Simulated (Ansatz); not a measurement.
The inner images of a band of AlF3 + H2 (6 atoms, charge 0, multiplicity 1) are given out of order.

The calculation used Ansatz 0.2.0, RKS PBE-D4/def2-SVP.

Image 0:

```xyz
6
Properties=species:S:1:pos:R:3
Al 0.005 0.093 0.160
F -0.001 0.612 1.745
F 1.440 0.019 -0.675
F -1.432 -0.052 -0.663
H 0.068 -2.046 0.601
H 0.056 -1.709 1.303
```

Image 6:

```xyz
6
Properties=species:S:1:pos:R:3
Al 0.019 -0.499 -0.214
F 0.015 -0.046 1.772
F 1.434 0.258 -0.698
F -1.436 0.183 -0.687
H 0.061 -2.044 0.191
H 0.042 -0.936 2.108
```

**Question.** Put them in order from the first end to the last, with their energies above the first end.
A.
```xyz
6
Properties=species:S:1:pos:R:3
Al 0.011 -0.104 0.066
F 0.012 0.201 1.747
F 1.440 0.113 -0.758
F -1.436 0.039 -0.741
H 0.059 -1.924 0.759
H 0.050 -1.409 1.398
```
B.
```xyz
6
Properties=species:S:1:pos:R:3
Al 0.008 0.026 0.120
F 0.005 0.393 1.755
F 1.434 0.076 -0.733
F -1.428 -0.001 -0.718
H 0.063 -2.009 0.700
H 0.054 -1.568 1.348
```
C.
```xyz
6
Properties=species:S:1:pos:R:3
Al 0.019 -0.448 -0.172
F 0.018 -0.051 1.804
F 1.441 0.234 -0.727
F -1.441 0.162 -0.713
H 0.059 -1.961 0.397
H 0.042 -1.019 1.882
```
D.
```xyz
6
Properties=species:S:1:pos:R:3
Al 0.017 -0.374 -0.104
F 0.019 -0.046 1.801
F 1.449 0.189 -0.747
F -1.447 0.119 -0.731
H 0.056 -1.887 0.598
H 0.042 -1.084 1.654
```
E.
```xyz
6
Properties=species:S:1:pos:R:3
Al 0.015 -0.260 -0.016
F 0.018 0.060 1.758
F 1.447 0.139 -0.763
F -1.444 0.072 -0.745
H 0.055 -1.867 0.736
H 0.045 -1.227 1.501
```

**Answer.** B (+0.05 eV), A (+0.29 eV), E (+0.83 eV), D (+1.04 eV), C (+1.02 eV).

Run time: 61 s on 1 thread of Arm Neoverse V1, on a shared host, peak memory 0.12 GiB.
